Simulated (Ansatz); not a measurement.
Relaxation of Cl2H2OSi (6 atoms, charge 0, multiplicity 1), to a largest force component of 0.03 eV/Å in at most 50 steps.

All numbers below come from Ansatz, RKS BLYP-D4/def2-SVP.

```xyz
6
Properties=species:S:1:pos:R:3
Si 0.023 0.050 0.245
H 0.105 0.115 1.701
Cl 2.109 -0.136 0.056
Cl -0.676 1.759 -0.674
O -0.827 -1.214 -0.416
H -0.848 -2.043 0.103
```

Where does it end, and by what steps?

The forces met the threshold. The force dipped under the threshold on the way, but the program's further checks kept it going. After 25 steps the energy has fallen by 0.261 eV; H6 moved furthest, 0.82 Å.

| step | energy less start (eV) | largest force component (eV/Å) | accepted |
| --- | --- | --- | --- |
| 0 | 0.0000 | 0.864 | yes |
| 1 | -0.1590 | 0.406 | yes |
| 2 | -0.1404 | 0.588 | no |
| 3 | -0.1753 | 0.309 | yes |
| 4 | -0.1777 | 0.269 | yes |
| 5 | -0.1631 | 1.091 | no |
| 6 | -0.1822 | 0.061 | yes |
| 7 | -0.1845 | 0.025 | yes |
| 8 | -0.1830 | 0.672 | no |
| 9 | -0.1863 | 0.168 | yes |
| 10 | -0.1889 | 0.085 | yes |
| 11 | -0.1918 | 0.070 | yes |
| 12 | -0.1759 | 1.142 | no |
| 13 | -0.1940 | 0.146 | yes |
| 14 | -0.1953 | 0.363 | yes |
| 15 | -0.2050 | 0.158 | yes |
| 16 | -0.2231 | 0.209 | yes |
| 17 | -0.0872 | 2.456 | no |
| 18 | -0.2377 | 0.127 | yes |
| 19 | -0.2494 | 0.120 | yes |
| 20 | -0.2597 | 0.041 | yes |
| 21 | -0.2597 | 0.083 | no |
| 22 | -0.2598 | 0.019 | yes |
| 23 | -0.2499 | 0.875 | no |
| 24 | -0.2603 | 0.053 | yes |
| 25 | -0.2606 | 0.002 | yes |

```xyz
6
Properties=species:S:1:pos:R:3
Si 0.075 0.021 0.432
H -0.101 0.415 1.849
Cl 2.094 -0.276 0.010
Cl -0.611 1.536 -0.825
O -0.794 -1.378 0.217
H -0.775 -1.788 -0.668
```

Whether the end is a true minimum wasn't checked by a vibrational analysis.

The run took 50 s on 1 thread of Arm Neoverse V2, on a shared host, peak memory 0.14 GiB.
